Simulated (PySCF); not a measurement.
# Hartree-Fock beside MP2: AlB2H2O cation

These are calculations, not measurements. The program is PySCF 2.14.0, an open-source quantum chemistry code, run on an isolated molecule that a program drew, which may never have been made. The molecule is AlB2H2O cation (charge +1, singlet), drawn as the SMILES string `[BH2][Al+][B]=O`.

The geometry was optimised and harmonic frequencies were computed with HF and MP2, all in the cc-pV(D+d)Z basis, for the commonest isotopes, with a restricted reference for singlets and an unrestricted one otherwise, and a frozen core in MP2. Each result is a local minimum of its method.

Geometry at the HF minimum:
```xyz
6
AlB2H2O cation, angstrom
B    -2.7055    2.1235   -1.6213
Al   -1.8532    0.3280   -0.7317
B    -1.0337   -1.4052    0.1300
O    -0.5758   -2.3750    0.6126
H    -3.7891    2.0339   -2.1005
H    -2.0502    3.1140   -1.5883
```

Lengths of the bonds as drawn, in Å (atoms numbered as above):
| bond | HF | MP2 |
|---|---|---|
| B1-Al2 | 2.178 | 2.166 |
| Al2-B3 | 2.102 | 2.079 |
| B3-O4 | 1.176 | 1.218 |
| B1-H5 | 1.188 | 1.197 |
| B1-H6 | 1.188 | 1.197 |

Rotational constants, in GHz:
| constant | HF | MP2 |
|---|---|---|
| A | 225.2 | 222.8 |
| B | 1.975 | 1.974 |
| C | 1.957 | 1.956 |

Harmonic frequencies in cm^-1, each column in rising order, so a row needn't be the same motion in every method:
```
rank,HF,MP2
1,97,91
2,102,96
3,287,257
4,293,263
5,392,393
6,618,608
7,640,620
8,900,867
9,1185,1132
10,2195,?
11,2748,2680
12,2886,2817
```

**Estimate the missing MP2 frequency from the HF column.**

A single factor s that minimises the squared misfit of MP2 against s times HF over the other rows is sum(HF x MP2) / sum(HF^2) = 0.9732, with an rms misfit of 13 cm^-1. For rank 10 it gives 0.9732 x 2195 = 2136 cm^-1. The calculation gives 1897 cm^-1, 239 cm^-1 below the estimate. The drawn bonds are on average 0.7 % longer in MP2 than in HF.
